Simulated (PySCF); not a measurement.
Compound: C₅H₃NO.
InChI=1S/C5H3NO/c6-3-5-1-2-7-4-5/h1-2,4H

Linear response at B3LYP/def2-SVPD (PySCF, frozen core in the response, non-relativistic). Geometry: PBE0-D3(BJ)/def2-SVP; no solvent, vibrations or thermal averaging.

Static isotropic polarisability: 63.54 au (9.42 Å³), principal values 39.2, 61.4, 90.0 au.

Problem. What is the polarisability at 1064 nm and at the sodium D line?

Solution. 64.25 au at 1064 nm (+1.1 %), 65.94 au at 589.3 nm (+3.8 %). The rise at 589.3 nm is 3.42 times that at 1064 nm; a pure ω² law gives 3.26. The lowest singlet lies at 217 nm, shorter than both wavelengths.

Problem. What is the isotropic C6 coefficient between two such molecules, C6 = (3/π)∫α(iω)² dω?

Solution. 1581 au (Eh·bohr⁶) by a ten-point quadrature over imaginary frequencies, which is 945 eV·Å⁶ or 91.1 J·nm⁶/mol.

Problem. Which effective excitation energy ω̄ makes London's formula C6 = (3/4)α²ω̄ exact here?

Solution. ω̄ = 4·C6/(3α²) = 0.522 Eh = 14.2 eV. A one-pole form α(ω) = α/(1 − ω²/ω̄²) fitted to the 1064 nm value gives 11.2 eV. London's choice of the ionisation energy (9.59 eV, ΔSCF at the same level) gives C6 = 1070 au, 32 % too low.

Problem. What three-body coefficient follows from the one-pole estimate C9 = (3/4)·α·C6?

Solution. 75300 au. This is an estimate from the two numbers above, not a computed integral.

Problem. How many electrons N does the Slater–Kirkwood formula C6 = (3/4)·√N·α^(3/2) need to give this C6?

Solution. N = (4·C6/3)²/α³ = 17.3; the species has 48 electrons in all.

Problem. What molar refraction at the D line follows from R = (4π/3)·N_A·α′, with α′ the polarisability volume?

Solution. α′ = 9.77 Å³ gives R = 24.65 cm³/mol, for isolated, non-vibrating species.

Problem. How anisotropic is the static polarisability, by Δα² = ½[(α1 − α2)² + (α2 − α3)² + (α3 − α1)²]?

Solution. Δα = 44.2 au, or 0.70 of the isotropic value.

Problem. The lowest 6 singlets have (eV, f): 5.72, 0.078; 6.18, 0.024; 6.42, 0.000; 6.70, 0.001; 6.72, 0.001; 6.80, 0.386. What share of the static polarisability do they carry in the sum over states α = Σ f/ω²?

Solution. 8.45 au, 13.3 % of α; the largest term, 6.17 au, is that of the state at 6.80 eV. Their oscillator strengths add up to 0.49. Higher states carry the rest.

Problem. What does −C6/R⁶ come to at R = 10 Å between centres?

Solution. -91 J/mol. This is the leading, orientation-averaged term; C8 and higher terms are left out.
